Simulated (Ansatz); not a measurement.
CH7BFNSi can be A, `C[SiH](N)BF`, or B, `NC[SiH2]BF`.

Program: Ansatz. Geometries: PBE0-D4/def2-TZVP. ΔE: electronic, gas phase. CBS: MP2 limit from def2 TZ/QZ plus the TZ coupled-cluster correction, frozen cores. DFT in def2-TZVPP. B3LYP here is the variant with VWN-RPA as its local correlation; programs differ in this. One conformer a species, not always the lowest.

(1) Which isomer does CCSD(T)/CBS put lower? Give the gap. (Best estimate.)

(2) Give E(B) − E(A) in kJ/mol with MP2/def2-TZVPP, B2PLYP, PBE-D4, B3LYP-D4, B3LYP, ωB97M-V, HF/def2-TZVPP. (Estimate.)

Largest T1 diagnostic: 0.012.

Answers

(1) The calculation gave: A, by 140.4 kJ/mol.

(2) The calculation gave: MP2/def2-TZVPP 144.5, B2PLYP 139.9, PBE-D4 129.8, B3LYP-D4 137.5, B3LYP 136.3, ωB97M-V 139.2, HF/def2-TZVPP 140.5. None reverses the order clearly.

From PBE to PBE0 (25 % exact exchange), in def2-TZVPP and without D4, E(B) − E(A) moves by +4.2 kJ/mol.
